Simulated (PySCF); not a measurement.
Zn(NH2)(SH) (H3NSZn), SMILES [NH2][Zn][SH]. Geometry: B3LYP-D3(BJ)/def2-TZVP. Other conformers were not sampled.

Question: Give the equilibrium geometry at B3LYP-D3(BJ)/def2-TZVP (PySCF confirms it by a frequency run) as bond lengths and angles, and its point group. (The exact figures need the calculation; the answer reports its results.)

Answer: Several could match; the one computed here: point group Cs.
Atoms: Zn1 N2 H3 H4 S5 H6. Bonds (Å): Zn1–N2 1.826, Zn1–S5 2.172, N2–H3 1.011, N2–H4 1.011, S5–H6 1.345. Angles (°): N2–Zn1–S5 174.1, Zn1–N2–H3 117.4, Zn1–N2–H4 117.4, H3–N2–H4 108.5, Zn1–S5–H6 93.6.
Charge 0, spin multiplicity 1.
